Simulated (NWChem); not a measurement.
# BiH3; SMILES [BiH3]

def2 effective core potentials on Bi; no spin-orbit coupling.

**Question.** Give the equilibrium geometry at PBE0-D3(BJ)/def2-TZVP with def2 effective core potentials on Bi (NWChem) as a list of bonds and angles, with the point group.

**Answer.** point group C3v; any orientation.
Bonded distances (Å): Bi1–H2 1.787, Bi1–H3 1.787, Bi1–H4 1.787. Bond angles (°): H2–Bi1–H3 90.3, H2–Bi1–H4 90.3, H3–Bi1–H4 90.3.
